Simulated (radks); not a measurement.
Values are calculated unless marked as measured or tabulated.
Task: Species: Tc3+. Configuration: [Kr] 4d2 5p2 (not the ground configuration). Code: a radial shooting solver on a logarithmic mesh with Libxc functionals. Model: Dirac Kohn-Sham, PBE, spin-unpolarised, spherical densities, finite nucleus; open shells are shared between the two j in proportion to 2j + 1; Fermi nuclear charge, rms radius 4.4112 fm. Some entries of the table are withheld. Estimate them.

orbital      occ.  eigenvalue (eV)  r(max) (bohr)
1s1/2           2        -20901.55            (1)
2s1/2           2        -3019.989         0.1263
2p1/2           2              (2)            (3)
2p3/2           4              (4)            (5)
3s1/2           2        -562.4892         0.3724
3p1/2           2        -473.4550         0.3594
3p3/2           4        -453.6590         0.3688
3d3/2           4        -296.2727         0.3097
3d5/2           6        -292.4635         0.3124
4s1/2           2        -115.1703            (6)
4p1/2           2         -88.4707         0.9943
4p3/2           4         -85.2987          1.017
4d3/2         0.8         -44.5319            (7)
4d5/2         1.2         -44.1249            (8)
5p1/2    0.666667         -25.7572          2.568
5p3/2     1.33333         -25.2248          2.618

Result: 
(1) 1s1/2 r(max) (bohr): 0.02228
(2) 2p1/2 eigenvalue (eV): -2788.227
(3) 2p1/2 r(max) (bohr): 0.09815
(4) 2p3/2 eigenvalue (eV): -2669.989
(5) 2p3/2 r(max) (bohr): 0.1021
(6) 4s1/2 r(max) (bohr): 0.9429
(7) 4d3/2 r(max) (bohr): 1.183
(8) 4d5/2 r(max) (bohr): 1.192
